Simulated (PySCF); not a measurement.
**Structure revision by computed shifts**

A compound C$_{5}$H$_{8}$Cl$_{2}$Si gives the data below (simulated from a calculation) and was assigned the structure `[SiH3]C[C@@]1(Cl)[C@@H]2[C@@H](Cl)[C@@H]21`.

¹³C{¹H} NMR (computed): δ 76.4 (CH), 62.0 (C), 44.2 (CH2), 40.7 (CH), 14.6 (CH2).

¹H NMR (600 MHz, computed): δ 4.19 (m, 1H), 4.10 (m, 1H), 3.80 (m, 1H), 2.89 (m, 1H), 2.40 (m, 1H), 1.63 (m, 1H), 1.20 (m, 1H), 1.20 (m, 1H).

How the numbers were obtained: GFN2-xTB geometry, NMR shieldings at PBE0/pcSseg-1/GIAO, in PySCF (non-relativistic, one computed conformer, no solvent model).

Chemical shifts δ = σref − σ; ¹H (σ = 31.72 ppm), ¹³C (σ = 186.93 ppm) against TMS, all at this level.

(1) Compare with the shifts computed for the proposed structure, pairing carbons in order of shift.

(2) Which isomer fits?

Answers

(1) Structure with atom numbers: `[SiH3:1][CH2:2][C@@:3]1([Cl:4])[C@@H:5]2[C@@H:6]([Cl:7])[C@H:8]12` (H(Xn): hydrogen on atom n).

```json
{"atom": "C3", "computed for proposal": "74.7", "given list": "76.4", "difference": "-1.7"}
{"atom": "C6", "computed for proposal": "51.6", "given list": "62.0", "difference": "-10.4"}
{"atom": "C5", "computed for proposal": "28.8", "given list": "44.2", "difference": "-15.4"}
{"atom": "C8", "computed for proposal": "28.8", "given list": "40.7", "difference": "-11.9"}
{"atom": "C2", "computed for proposal": "21.9", "given list": "14.6", "difference": "+7.3"}
```

The rms difference is 10.4 ppm and the largest -15.4 ppm at C5 (three-membered-ring carbon). The proposal also would give 4 carbon signals, not 5. The carbon types in order of shift don't match either: C, CH, CH, CH, CH2 for the proposal against CH, C, CH2, CH, CH2 in the data. The proposal doesn't fit.

(2) SMILES Cl[C@@H]1[C@H]2C[SiH2][C@]1(Cl)C2.

1. Carbon types of the structure: 1 × C, 2 × CH, 2 × CH2, leaving 2 H on heteroatoms.
2. δC 76.4: sp3 CH bonded to Cl; deshielded by the electronegative neighbour.
3. δC 62.0: fully substituted sp3 carbon bonded to Cl and Si; the inductive effect lowers its shielding.
4. δC 40.7: sp3 CH in a ring; aliphatic region, no heteroatom directly attached.
5. δH 3.80: hydrogen on an sp3 CH bonded to Cl; its carbon carries Cl, an electronegative neighbour.

Other isomers checked: ClC1=C[SiH2]C[C@@H](Cl)C1 (rms 46.2 ppm); C[SiH2][C@@H]1C(Cl)=C[C@@H]1Cl (rms 49.4 ppm).

The data come from this structure; uniqueness wasn't tested.

Carbons that carry Cl, above all several Cl atoms, come out too deshielded, partly because spin–orbit coupling is missing. Shifts are as computed. Against solution values, carbons near 30 ppm lie about +3 ppm off and those near 130 ppm about +5 ppm; carbons on Cl a further +6 ppm. Of 1211 compounds with measured shifts, 218 miss one by over three times the rms of a fit or turn the order of signals round; such compounds aren't used in these exercises. No couplings were computed; multiplicities are counted from neighbouring protons, with m where these are inequivalent, close in shift, in a saturated or five-membered ring or joined by F or P, and br s for small geminal =CH2 splittings.
